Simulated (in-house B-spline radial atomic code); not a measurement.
RPA and G0W0 on TPSS: Ag¹⁴⁺

Configuration [Ar] 3d10 4s2 4p3, highest spin, mean-field start TPSS. Computed with an all-electron radial atomic-structure program (B-spline basis): all electrons, non-relativistic, point nucleus, each spin shell either full or empty, empty states to l = 9 with an (l + 1/2)⁻⁴ tail; G0W0 by contour deformation at full frequency.

Without relativity these are model numbers: it shifts the levels of so heavy an element strongly and can reorder them.

Command:
```bash
python run_gw.py task.json out
```
Settings (radii: box in bohr, nucleus in fm):
```
Z                        47
electrons                33
configuration            [Ar] 3d10 4s2 4p3
hamiltonian              nr
method                   tpss,tpss
lmax                     9
spin_polarised           True
box_radius               5.25
intervals                49
```

Run time, properties included: 3.1 s on 1 thread of Arm Neoverse N1, with other jobs on the host.

Energies (hartree):

```tsv
term	value
mean-field total	-5130.20434
Hartree-Fock functional on these orbitals	-5128.79407
direct second order	-2.8091
second-order exchange	0.82451
SOSEX correction	0.77611
```

(1) What is the RPA correlation energy, and what remains with SOSEX?

Quasi-particle levels (eV):

```json
{"level": "4p up", "occupied": "yes", "mean field": "-338.15", "Σx - vxc": "-12.16", "Σc": "?", "QP weight": "?", "G0W0": "?"}
{"level": "4s down", "occupied": "yes", "mean field": "-365.52", "Σx - vxc": "-8.21", "Σc": "-4.20", "QP weight": "0.973", "G0W0": "-377.93"}
{"level": "3d down", "occupied": "yes", "mean field": "-685.34", "Σx - vxc": "-35.57", "Σc": "4.96", "QP weight": "0.973", "G0W0": "-715.95"}
{"level": "4p down", "occupied": "no", "mean field": "-330.09", "Σx - vxc": "14.02", "Σc": "-3.55", "QP weight": "0.971", "G0W0": "-319.62"}
```

G0W0 = mean field + (Σx - vxc) + Σc, with Σc (partial-wave tail included) taken at the quasi-particle energy. Only the outer levels were computed. Levels of low weight are left out.

(2) Where does G0W0 put 4p up?

## Answers

(1) RPA gives -2.5537 hartree (-2.11 eV per electron); RPA + SOSEX gives -1.7776, and the second-order doubles -1.9846 hartree (no singles). SOSEX takes back 30 % of the RPA value.

(2) At -351.05 eV, with Σc = -0.74 eV and a quasi-particle weight of 0.971. The tabulated removal energy is 347 ± 3 eV (NIST, tabulated theory); the calculation leaves out relativity, Breit and QED terms, and what these don't explain is the method's own error.
